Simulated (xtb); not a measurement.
H4BN, charge +1, doublet, from a rough starting geometry (a state made from the parent by changing its charge; the spin is typed, not shown lowest); GFN2-xTB run with xtb.

Here is a job for xtb.
```
$ xtb mol.xyz --gfn 2 --chrg 1 --uhf 1 --opt vtight --json

# file mol.xyz
6

B     -0.70639021     0.01019942    -0.00109513
N      0.72955613    -0.03011939     0.01559081
H     -1.29420367    -0.97114796    -0.00944263
H     -1.23769403     1.09131915     0.02460815
H      1.30063880     0.75627533     0.03692592
H      1.19864162    -0.92581342     0.01530996
```

The log (banner, timings and long lists left out):

```
   ID    Z sym.   atoms
    1    5 B      1
    2    7 N      2
    3    1 H      3-6

           -------------------------------------------------
          |                Calculation Setup                |
           -------------------------------------------------

           -------------------------------------------------
          |                 G F N 2 - x T B                 |
           -------------------------------------------------

          ...................................................
          :                      SETUP                      :
          :.................................................:
          :  # basis functions                  12          :
          :  # atomic orbitals                  12          :
          :  # shells                            8          :
          :  # electrons                        11          :
          :  max. iterations                   250          :
          :  Hamiltonian                  GFN2-xTB          :
          :  restarted?                      false          :
          :  GBSA solvation                  false          :
          :  PC potential                    false          :
          :  electronic temp.          300.0000000     K    :
          :  accuracy                    1.0000000          :
          :  -> integral cutoff          0.2500000E+02      :
          :  -> integral neglect         0.1000000E-07      :
          :  -> SCF convergence          0.1000000E-05 Eh   :
          :  -> wf. convergence          0.1000000E-03 e    :
          :  Broyden damping             0.4000000          :
          :  net charge                          1          :
          :  unpaired electrons                  1          :
          ...................................................

 iter      E             dE          RMSdq      gap      omega  full diag
   1     -5.5318104 -0.553181E+01  0.127E+01    4.59       0.0  T
   2     -5.5708176 -0.390073E-01  0.658E+00    4.99       1.0  T
   3     -5.7193319 -0.148514E+00  0.452E+00    4.67       1.0  T
   4     -5.7478800 -0.285480E-01  0.227E+00    4.99       1.0  T
   5     -5.6229453  0.124935E+00  0.658E+00    5.01       1.0  T
   6     -5.7478134 -0.124868E+00  0.125E+00    4.98       1.0  T
   7     -5.7466117  0.120170E-02  0.103E+00    5.11       1.0  T
   8     -5.7484695 -0.185782E-02  0.966E-01    5.06       1.0  T
   9     -5.7493436 -0.874019E-03  0.774E-01    5.07       1.0  T
[...]
 * total energy  :    -5.6848006 Eh     change       -0.9740209E-04 Eh
 * total energy  :    -5.6849137 Eh     change       -0.1130822E-03 Eh
 * total energy  :    -5.6849558 Eh     change       -0.4210408E-04 Eh
 * total energy  :    -5.6848049 Eh     change        0.1509295E-03 Eh
 * total energy  :    -5.6851689 Eh     change       -0.3640012E-03 Eh
 * total energy  :    -5.6852555 Eh     change       -0.8657527E-04 Eh
 * total energy  :    -5.6853269 Eh     change       -0.7142531E-04 Eh
 * total energy  :    -5.6853347 Eh     change       -0.7798873E-05 Eh
 * total energy  :    -5.6853382 Eh     change       -0.3506757E-05 Eh
 * total energy  :    -5.6853387 Eh     change       -0.5367490E-06 Eh
 * total energy  :    -5.6853389 Eh     change       -0.1847278E-06 Eh
 * total energy  :    -5.6853389 Eh     change       -0.2780175E-07 Eh
   *** GEOMETRY OPTIMIZATION CONVERGED AFTER 16 ITERATIONS ***
         :: total energy              -5.685338943369 Eh    ::
[...]
      -------------------------------------------------------------
                  HL-Gap            0.1800845 Eh            4.9003 eV
             Fermi-level           -0.6236116 Eh          -16.9693 eV

     #   Z          covCN         q      C6AA      α(0)
     1   5 B        2.705     0.225    18.072     7.131
     2   7 N        2.560    -0.171    24.717     7.384
     3   1 H        0.932     0.195     1.125     1.658
     4   1 H        0.932     0.195     1.125     1.658
     5   1 H        0.860     0.278     0.782     1.386
     6   1 H        0.860     0.278     0.782     1.386

 Mol. C6AA /au·bohr⁶  :        171.077378
 Mol. C8AA /au·bohr⁸  :       4037.369174
 Mol. α(0) /au        :         20.601933

Wiberg/Mayer (AO) data.
largest (>0.10) Wiberg bond orders for each atom

 ---------------------------------------------------------------------------
     #   Z sym  total        # sym  WBO       # sym  WBO       # sym  WBO
 ---------------------------------------------------------------------------
     1   5 B    3.318 --     2 N    1.755     4 H    0.753     3 H    0.752
     2   7 N    3.591 --     1 B    1.755     6 H    0.873     5 H    0.873
     3   1 H    0.911 --     1 B    0.752
     4   1 H    0.911 --     1 B    0.753
     5   1 H    0.922 --     2 N    0.873
     6   1 H    0.922 --     2 N    0.873
 ---------------------------------------------------------------------------

Topologies differ in total number of bonds
Writing topology from bond orders to xtbtopo.mol

molecular dipole:
                 x           y           z       tot (Debye)
 q only:       -0.120      -0.016       0.025
   full:        0.012      -0.023       0.026       0.093
molecular quadrupole (traceless):
                xx          xy          yy          xz          yz          zz
 q only:        4.626      -0.253      -0.514       0.073      -0.145      -4.113
  q+dip:        5.539      -0.262       0.319       0.104      -0.127      -5.858
   full:        4.433      -0.219       0.000       0.062      -0.477      -4.433

optimized geometry written to: xtbopt.xyz

           -------------------------------------------------
          | TOTAL ENERGY               -5.685338943369 Eh   |
          | GRADIENT NORM               0.000064044853 Eh/α |
          | HOMO-LUMO GAP               4.900349057422 eV   |
           -------------------------------------------------

normal termination of xtb
```
